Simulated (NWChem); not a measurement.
# Atomisation of hydrogen selenide (H₂Se)

```
Se
H 1 1.4832
H 1 1.4832 2 90.56
```
Charge 0, spin multiplicity 1.

The numbers come from NWChem runs, not from measurements. Structure: optimised with PBE/def2-SVP, a minimum by its harmonic frequencies.

Basis set: def2-TZVP. The atomisation energy is electronic alone: no zero-point, thermal, spin-orbit or counterpoise terms. No value is extrapolated to the basis-set limit. Free atoms are single determinants with multiplicities Se 3, H 2. Correlated methods freeze the same cores in atoms and molecule, 9 orbitals in all.

The cost column gives rough processor time relative to HF; each entry includes its own SCF. Costs are the molecule's.

The Hamiltonian is non-relativistic. The correlated methods keep 9 core orbitals frozen. B3LYP has NWChem's definition, with VWN1-RPA local correlation. GW and range-separated runs recompute their integrals, the others keep them in memory, which bears on the times. The stability of the SCF solutions was not checked. Open-shell Hartree-Fock references start from PBE0 orbitals; any time given for them includes that run. Coupled-cluster values serve here as a point of comparison, not as the truth.

```tsv
method	atomisation energy (kcal/mol)	relative cost
HF	…	1
MP2	151.8	under 3
PBE	162.5	under 3
CCSD(T)	155.9	6
PBE0	159.8	under 3
BP86	168.5	under 3
CAM-B3LYP	…	5
M06-2X	155.1	under 3
B3LYP	162.6	under 3
```

**Question.** Some entries are withheld; supply them.

**Answer.** 
- HF, atomisation energy (kcal/mol): 110.4
- CAM-B3LYP, atomisation energy (kcal/mol): 162.3
